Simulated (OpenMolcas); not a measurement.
Ag3+ among 6 point charges of -1.7 e arranged as a trigonal prism (D3h), 2.11 Å from the ion, with a polar angle of 55.0° against the regular 49.1°.
```
   1.7282    0.0000    1.2105  -1.70
  -0.8641    1.4967    1.2105  -1.70
  -0.8641   -1.4967    1.2105  -1.70
   1.7282    0.0000   -1.2105  -1.70
  -0.8641    1.4967   -1.2105  -1.70
  -0.8641   -1.4967   -1.2105  -1.70
```

```
Program             : OpenMolcas 26.06
Method              : CASSCF
Basis               : ANO-RCC-VTZP [7s6p4d2f1g]
Scalar Hamiltonian  : DKH2, point nucleus
Active space        : 8 electrons in 5 orbitals (4d)
State averaging     : 2S+1 = 3 even, 10 roots; 2S+1 = 1 even, 15 roots
Spin-orbit coupling : state interaction with AMFI integrals over the reference wave functions
```

(1) What is the spin-free ground state (labels of D3, the rotations of D3h)?

(2) Where is the first state of the same spin?

(3) What are the lowest two levels with spin-orbit coupling?

(4) What is χT at 300 K, and how does it compare with the textbook value?

## Answers

(1) 3A2, 1-fold in its orbital part, 100 % from free-ion F terms; it has the highest spin that d8 allows.

(2) 3A1 at 878 cm-1 above the ground state.

(3) A 1-fold level A1, then a 2-fold level E 360.9 cm-1 above it. Their leading multiplicities are 3 (99 %) and 3 (99 %).

(4) The lowest level has 2S+1 = 3, for which the spin-only value is χT = S(S+1) / 2 = 1.000 cm3 K/mol (g = 2). The computed 3.014 at 300 K differs by +2.014, through orbital momentum, spin-orbit coupling and any other state in reach.

Spin-orbit coupling mixes the spin-free states strongly: the lowest level takes only 67 % from its leading state, 3A2. Without dynamic correlation the repulsion within the d shell is too large (B by tens of per cent), so at a given field states of lower spin stand too high. Real 4d8 and 5d8 ions are as a rule square planar and diamagnetic. The ground term spreads over less than 5000 cm-1, several times less than with real ligands, so orbital moments are less quenched and χT lies further from the spin-only value than at real sites. This is an electrostatic model: the charges have no orbitals. No measured value stands beside these numbers.
